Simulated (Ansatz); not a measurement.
Program: Ansatz. Geometries: PBE0-D4/def2-TZVP. ΔE: electronic, gas phase. CCSD(T)/CBS adds triple-zeta CCSD(T) − MP2 to the extrapolated MP2 energy (def2 sets, frozen cores). This one scheme is used for every species. DFT in def2-TZVPP. B3LYP here is the variant with VWN-RPA as its local correlation; programs differ in this. HSE06 is defined as in plane-wave codes. One conformer a species, not always the lowest.

Consider the ligand exchange at the Al–F bond: `[F][AlH][CH2][SiH3]` + `[SiH3]S` → `[SiH3][CH2][AlH][S][SiH3]` + H–F.

`[F][AlH][CH2][SiH3]`:

```xyz
10

F    -1.201    0.718   -2.530
Al   -0.077    1.116   -1.387
C    -0.384    0.528    0.431
Si    0.315   -1.158    0.831
H     1.170    1.947   -1.877
H     0.073    1.253    1.115
H    -1.461    0.507    0.629
H     1.777   -1.188    0.541
H    -0.335   -2.198   -0.013
H     0.123   -1.526    2.260
```

`[SiH3]S`:

```xyz
6

Si    0.450    0.257    0.101
S    -1.011   -0.757   -1.085
H    -0.109    1.483    0.726
H     1.526    0.621   -0.852
H     0.993   -0.620    1.169
H    -1.849   -0.983   -0.059
```

`[SiH3][CH2][AlH][S][SiH3]`:

Z-matrix (Å, degrees):
```
Si
C 1 1.867
H 1 1.488 2 112.6
H 1 1.488 2 110.1 3 -120.9
H 1 1.490 2 110.1 3 120.6
Al 2 1.943 1 113.5 3 -174.7
H 2 1.096 1 108.7 3 -54.7
H 2 1.095 1 108.1 3 62.3
S 6 2.185 2 123.5 1 -76.2
H 6 1.580 2 122.6 1 102.5
Si 9 2.135 6 104.3 2 -1.0
H 11 1.484 9 110.8 6 93.9
H 11 1.484 9 107.2 6 -147.1
H 11 1.485 9 111.8 6 -27.8
```

H–F:

Cartesian coordinates in Å:
```
F -0.116 -0.279 -0.347
H 0.116 0.279 0.347
```

```csv
level,ΔE (kcal/mol),difference from CCSD(T)/CBS
LDA (SPW92),13.3,-0.8
PBE-D4,12.9,-1.2
BLYP-D4,16.1,2.0
r2SCAN-D4,15.3,1.2
B97M-V,16.3,2.2
B3LYP-D4,15.6,1.5
r2SCANh-D4,14.9,0.8
r2SCAN0-D4,14.4,0.3
HSE06-D4,12.3,-1.8
BHLYP-D4,15.4,1.3
CAM-B3LYP-D4,17.6,3.5
ωB97X-V,16.0,1.9
ωB97M-V,15.6,1.5
PBE-QIDH,13.9,-0.2
PBE,15.7,1.6
revPBE,16.9,2.8
BLYP,21.3,7.2
PBE0,14.9,0.8
B3LYP,20.0,5.9
r2SCANh,15.8,1.7
r2SCAN0,15.4,1.3
HSE06,14.8,0.7
BHLYP,19.6,5.5
CAM-B3LYP,20.3,6.2
LC-ωPBE,16.9,2.8
RPA@PBE/def2-TZVPP,16.0,1.9
HF/def2-SVP,20.2,6.1
MP2/def2-SVP,17.0,2.9
CCSD(T)/def2-SVP,17.5,3.4
HF/def2-TZVPP,20.4,6.3
MP2/def2-TZVPP,13.8,-0.3
SCS-MP2/def2-TZVPP,16.0,1.9
CCSD/def2-TZVPP,16.1,2.0
CCSD(T)/def2-TZVPP,14.8,0.7
HF/def2-QZVPP,21.1,7.0
MP2/def2-QZVPP,13.6,-0.5
SCS-MP2/def2-QZVPP,15.8,1.7
HF/CBS(def2),21.2,7.1
MP2/CBS(def2),13.1,-1.0
CCSD/CBS(def2),15.3,1.2
CCSD(T)/CBS,14.1,0
```

Largest T1 diagnostic among the species: 0.012.

From BLYP to BHLYP (50 % exact exchange), in def2-TZVPP and without D4, ΔE moves by −1.7 kcal/mol. At CCSD(T), def2-SVP lies +3.4 kcal/mol from the extrapolated value and def2-TZVPP +0.7 kcal/mol. Leaving LDA and LC-ωPBE aside and taking each functional with its dispersion term where it has one, the values, not all of them listed here, spread over 5.9 kcal/mol, from revPBE-D4 to B2PLYP. LDA lies −2.4 kcal/mol from PBE without D4.
